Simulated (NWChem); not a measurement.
**Basis-set convergence for H$_{2}$OSn**

```xyz
4

Sn     0.1933     0.2418     0.0000
H      1.5324    -0.9835     0.0000
O     -1.2793    -1.1323     0.0000
H     -0.9612    -2.0464     0.0000
```
Charge 0, spin multiplicity 1.

Program: NWChem. All single points use one geometry, from B3LYP/def2-SVP with def2 effective core potentials on Sn, a minimum by its harmonic frequencies. It is one conformer; others weren't searched.

Quantity: dipole moment at the level PBE0.

Effective core potentials replace the inner electrons of Sn; spin-orbit coupling is left out. The structure started from a generated list of species.

```csv
basis,functions,dipole moment (D)
def2-SVP,50,1.25
def2-SVPD,71,___
def2-TZVP,93,___
def2-TZVPP,109,___
def2-TZVPD,114,1.45
def2-QZVP,199,1.42
```

**Question.** What belongs in the gaps?

**Answer.** 
- def2-SVPD, dipole moment (D): 1.51
- def2-TZVP, dipole moment (D): 1.41
- def2-TZVPP, dipole moment (D): 1.39
